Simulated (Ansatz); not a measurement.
`[F][Zr]([F])([SH])[SH]` and `[F][Ti]([F])([SH])[SH]` differ in one element.

Ansatz, PBE0-D4/def2-TZVP geometries, multiplicity 1. Each molecule was computed in one conformer, which needn't be the lowest.

Elements past krypton have def2 core potentials. Scalar relativity is left out up to krypton.

| property | `[F][Zr]([F])([SH])[SH]` |
| --- | --- |
| size of the dipole moment (PBE/def2-TZVPP) / D | 0.58 |
| size of the dipole moment (B3LYP/def2-TZVPP) / D | 0.66 |
| HOMO energy (B3LYP/def2-TZVPP) / eV | -7.59 |
| ideal-gas entropy at 298 K and 1 bar (rigid rotor, harmonic PBE0-D4/def2-TZVP) / J/(mol·K) | 396 |
| zero-point energy (PBE0-D4/def2-TZVP) / kJ/mol | 56.1 |
| HOMO–LUMO gap (ωB97M-V/def2-TZVPP) / eV | 9.94 |

Question: Give the same properties after the change, and the shifts. (Best estimate.)

Answer: Ansatz gave: 
```json
{"property": "size of the dipole moment (PBE/def2-TZVPP) / D", "`[F][Ti]([F])([SH])[SH]`": "1.03", "shift": "0.45"}
{"property": "size of the dipole moment (B3LYP/def2-TZVPP) / D", "`[F][Ti]([F])([SH])[SH]`": "1.19", "shift": "0.53"}
{"property": "HOMO energy (B3LYP/def2-TZVPP) / eV", "`[F][Ti]([F])([SH])[SH]`": "-7.64", "shift": "-0.05"}
{"property": "ideal-gas entropy at 298 K and 1 bar (rigid rotor, harmonic PBE0-D4/def2-TZVP) / J/(mol·K)", "`[F][Ti]([F])([SH])[SH]`": "375", "shift": "-21"}
{"property": "zero-point energy (PBE0-D4/def2-TZVP) / kJ/mol", "`[F][Ti]([F])([SH])[SH]`": "59.7", "shift": "3.6"}
{"property": "HOMO–LUMO gap (ωB97M-V/def2-TZVPP) / eV", "`[F][Ti]([F])([SH])[SH]`": "9.06", "shift": "-0.88"}
```

Dipoles are sizes alone; their direction can turn.

B3LYP here is the variant with VWN-RPA as its local correlation; programs differ in this.
